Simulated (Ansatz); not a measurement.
Born–Oppenheimer molecular dynamics of FGe₂H₅O₂ (10 atoms, charge 0, multiplicity 1). It starts from a relaxed structure.

Level of theory: RKS B3LYP-D4/def2-SVP in Ansatz 0.2.0.

| Item | Value |
| --- | --- |
| ensemble | NVT, Langevin thermostat |
| time step | 0.5 fs |
| steps asked | 100 |
| set temperature | 300 K |
| friction | 0.02 /fs |
| seed | 627045 |

First frame:

```xyz
10
Properties=species:S:1:pos:R:3
Ge -0.038 -0.338 0.017
O 0.414 -0.492 1.731
H -0.120 0.083 2.297
O 1.454 -0.120 -0.905
H 2.110 0.409 -0.428
F -0.955 1.159 -0.022
Ge -1.340 -2.142 -0.952
H -2.658 -2.261 -0.167
H -1.629 -1.814 -2.425
H -0.537 -3.448 -0.838
```

(1) How far do the bonds stretch over the last three quarters of this one trajectory? (Pairs bonded in most of those frames.)

## Answers

(1) 
| bond | mean (Å) | spread (Å) | shortest | longest |
| --- | --- | --- | --- | --- |
| Ge1–O2 | 1.784 | 0.031 | 1.75 | 1.84 |
| Ge1–O4 | 1.758 | 0.007 | 1.74 | 1.77 |
| Ge1–F6 | 1.753 | 0.040 | 1.71 | 1.82 |
| Ge1–Ge7 | 2.372 | 0.007 | 2.36 | 2.39 |
| O2–H3 | 0.968 | 0.009 | 0.95 | 0.98 |
| O4–H5 | 0.970 | 0.019 | 0.94 | 1.00 |
| Ge7–H8 | 1.539 | 0.019 | 1.49 | 1.58 |
| Ge7–H9 | 1.536 | 0.049 | 1.46 | 1.63 |
| Ge7–H10 | 1.539 | 0.058 | 1.45 | 1.64 |

Mean temperature of the second half: 231 K. The mean temperature of the second half is 23 % below the set value. A run of 0.05 ps of so small a system gives no equilibrium averages.

Time of the run: 4.4 min on 4 threads of Arm Neoverse V1, on a shared host, peak memory 0.38 GiB.
